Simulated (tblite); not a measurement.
A tight-binding relaxation on `CP1C[C@H]1c1ccccc1`.

Computed with GFN2-xTB geometry optimisation, gas phase (tblite 0.8.0). Start geometry: from a force field or distance geometry. The input is one job of a driver script: a line of settings, then coordinates in Å.

Command:
```bash
OMP_NUM_THREADS=1 python probes_run.py task.json out
```

Input:
```
{"job": {"kind": "relax", "xc": "GFN2-xTB", "basis": "xTB"}, "charge": 0, "multiplicity": 1}
C      3.425400     0.326400     1.047800
P      1.830500    -0.605000     0.996400
C      1.400800    -1.680200    -0.419200
C      0.823500    -0.306300    -0.548300
C     -0.585300     0.009000    -0.224000
C     -1.124800     1.115900    -0.898100
C     -2.426700     1.496500    -0.673100
C     -3.169100     0.750900     0.229800
C     -2.644800    -0.353000     0.886800
C     -1.335700    -0.736800     0.666900
H      3.367000     1.078800     1.887700
H      3.525500     0.884100     0.110100
H      4.274100    -0.352700     1.198100
H      2.242300    -1.902300    -1.125800
H      0.784000    -2.565000    -0.181600
H      1.327800     0.355000    -1.261900
H     -0.545700     1.695300    -1.580100
H     -2.867400     2.356100    -1.183300
H     -4.211700     0.987400     0.458600
H     -3.202400    -0.946100     1.591500
H     -0.896100    -1.591100     1.175800
```

Q: Estimate the output.

A: 
```
step      E/eV     max force
  0    -743.77270    2.531
  1    -743.96999    1.392
  2    -744.08553    1.065
  3    -744.14687    0.772
  4    -744.17699    0.401
  5    -744.19543    0.297
  6    -744.20859    0.308
  7    -744.22182    0.321
  8    -744.23500    0.343
  9    -744.25077    0.316
... (76 lines left out)
 86    -744.44046    0.021
 87    -744.44053    0.016
 88    -744.44058    0.014
 89    -744.44063    0.019
 90    -744.44067    0.017
 91    -744.44070    0.011
 92    -744.44073    0.012
 93    -744.44075    0.011
 94    -744.44077    0.012
 95    -744.44078    0.010
```

«max force» is the largest atomic force in eV/Å.

Q: From which step on does the largest force stay under 0.1 eV/Å, and how much energy is left to gain from there?

A: From step 47 (0.099 eV/Å), 10.7 meV above the end.

Summary of the converged run: energy lowered by 15.4 kcal/mol over 95 steps; largest atomic force 0.010 eV/Å at the end.

Q: Where do the atoms end?

A: 0.352 Å rms from the input after alignment:
```
atom  x, y, z in Å
C1     3.5319    0.0560    0.8618
P2     1.8603   -0.6431    1.2825
C3     1.4454   -1.4383   -0.3209
C4     0.8997   -0.0325   -0.1957
C5    -0.5537    0.1807   -0.0814
C6    -1.1708    1.1895   -0.8150
C7    -2.5370    1.3870   -0.7315
C8    -3.3083    0.5818    0.0889
C9    -2.7020   -0.4173    0.8331
C10   -1.3374   -0.6148    0.7496
H11    3.6637    0.9975    1.3930
H12    3.6472    0.2218   -0.2069
H13    4.2995   -0.6366    1.2044
H14    2.2404   -1.6050   -1.0364
H15    0.7182   -2.2393   -0.2939
H16    1.4024    0.7223   -0.7949
H17   -0.5738    1.8220   -1.4576
H18   -3.0009    2.1729   -1.3100
H19   -4.3752    0.7368    0.1543
H20   -3.2961   -1.0429    1.4834
H21   -0.8623   -1.3814    1.3475
```

On one thread of an Arm Neoverse V1, on a shared host, this took 0.83 s of wall time.
Labels such as C1 count atoms from 1, the log's own numbers from 0.
